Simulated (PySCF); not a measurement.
# Relaxation of quartet CoCl2

These are results of UPBE/[Co def2-TZVP, Cl def2-TZVP], no relativity, density fitting, PySCF, not measurements. A (50,194) grid was used.

A hand-made bent start, of C2v symmetry, held to at least that symmetry:

```xyz
3
charge 0 multiplicity 4, angstrom
Co    0.0000    0.0000   -0.6537
Cl    1.7202    0.0000    0.5508
Cl   -1.7202    0.0000    0.5508
```

At each step, columns x, y, z (Å) and Fx, Fy, Fz (eV/Å):

```
step 0  E − E(last) = 53.75 kJ/mol
Co   0.000   0.000  -0.654   0.000   0.000   0.891
Cl   1.720   0.000   0.551   0.306   0.000  -0.446
Cl  -1.720   0.000   0.551  -0.306   0.000  -0.446
step 1  E − E(last) = 42.10 kJ/mol
Co   0.000   0.000  -0.583   0.000   0.000   0.782
Cl   1.784   0.000   0.515   0.208   0.000  -0.391
Cl  -1.784   0.000   0.515  -0.208   0.000  -0.391
step 2  E − E(last) = 19.86 kJ/mol
Co   0.000   0.000  -0.385   0.000   0.000   0.747
Cl   1.948   0.000   0.417  -0.221   0.000  -0.373
Cl  -1.948   0.000   0.417   0.221   0.000  -0.373
step 3  E − E(last) = 11.90 kJ/mol
Co   0.000   0.000  -0.216   0.000   0.000   0.637
Cl   2.060   0.000   0.332  -0.660   0.000  -0.319
Cl  -2.060   0.000   0.332   0.660   0.000  -0.319
step 4  E − E(last) = 7.82 kJ/mol
Co   0.000   0.000  -0.160  -0.002   0.000   0.458
Cl   2.063   0.000   0.304  -0.477   0.000  -0.229
Cl  -2.063   0.000   0.304   0.478   0.000  -0.229
step 5  E − E(last) = 2.50 kJ/mol
Co   0.000   0.000  -0.043   0.000   0.000   0.181
Cl   2.060   0.000   0.245  -0.023   0.000  -0.090
Cl  -2.060   0.000   0.245   0.023   0.000  -0.090
step 6  E − E(last) = 1.06 kJ/mol
Co   0.000   0.000   0.118   0.000   0.000   0.045
Cl   2.103   0.000   0.165  -0.387   0.000  -0.023
Cl  -2.103   0.000   0.165   0.387   0.000  -0.023
step 7  E − E(last) = 0.16 kJ/mol
Co   0.000   0.000   0.101   0.000   0.000   0.047
Cl   2.078   0.000   0.173  -0.024   0.000  -0.023
Cl  -2.078   0.000   0.173   0.024   0.000  -0.023
step 8  E − E(last) = 0.02 kJ/mol
Co   0.000   0.000   0.133   0.000   0.000   0.015
Cl   2.077   0.000   0.157  -0.005   0.000  -0.008
Cl  -2.077   0.000   0.157   0.006   0.000  -0.008
step 9  E − E(last) = 0.00 kJ/mol
Co   0.000   0.000   0.149   0.000   0.000   0.001
Cl   2.078   0.000   0.150  -0.006   0.000   0.000
Cl  -2.078   0.000   0.150   0.006   0.000   0.000
step 10  E − E(last) = 0.00 kJ/mol
Co   0.000   0.000   0.149   0.001   0.000   0.000
Cl   2.077   0.000   0.149   0.000   0.000   0.000
Cl  -2.077   0.000   0.149  -0.001   0.000   0.000
```

It ends at D∞h with Co–Cl 2.077 Å (×2); Cl–Co–Cl 180.0°. A frequency run shows a minimum. Other isomers or separated fragments may lie lower.

Other spin states or occupations of the open shell can lie lower.

The relaxation took 25 s on 4 threads of a shared Intel Xeon Platinum 8488C (Sapphire Rapids) host, with 119 basis functions and 11 gradients; the process peaked at 0.61 GiB.
